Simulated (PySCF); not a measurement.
**Spin-rotation constants: `[OH][Cu]<-[P](F)(F)F`, CuF3HOP**

Geometry:
```tsv
atom	x (Å)	y (Å)	z (Å)
Cu1	-0.024	0.030	-1.008
P2	-0.065	0.086	1.124
F3	-0.634	1.327	1.923
F4	1.262	-0.029	1.987
F5	-0.856	-0.993	1.978
O6	-0.089	0.117	-2.757
H7	0.406	-0.538	-3.247
```

Method used: GIAO KT3/def2-SVP (def2-TZVP on Cu) magnetisability, rotational g tensor and spin-rotation constants, non-relativistic, gas phase (PySCF). Geometry: GFN2-xTB.

(1) Give the nuclear spin-rotation constants along the inertial axes (H = +C I·J) beside the isotropic shieldings.

## Answers

(1) Rotational constants 4.8656, 1.0133, 1.0112 GHz. A star marks the isotopologue with that one atom substituted, in its own axes.
| atom | isotope | Caa (kHz) | Cbb (kHz) | Ccc (kHz) | mean (kHz) | σ (ppm) |
| --- | --- | --- | --- | --- | --- | --- |
| Cu1 | 63Cu | 1.683 | 3.618 | 3.589 | 2.963 | 863.9 |
| P2 | 31P | 6.127 | 1.878 | 1.884 | 3.296 | 285.7 |
| F3 | 19F | 7.078 | 1.482 | 1.592 | 3.384 | 210.2 |
| F4 | 19F | 6.905 | 1.621 | 1.581 | 3.369 | 204.9 |
| F5 | 19F | 6.986 | 1.627 | 1.582 | 3.399 | 203.5 |
| H7 | 1H | -0.418 | 0.005 | -0.129 | -0.181 | 29.9 |
| O6 | 17O* | -0.274 | -0.194 | -0.074 | -0.181 | 266.4 |

For the geometry as given, no vibrational averaging.
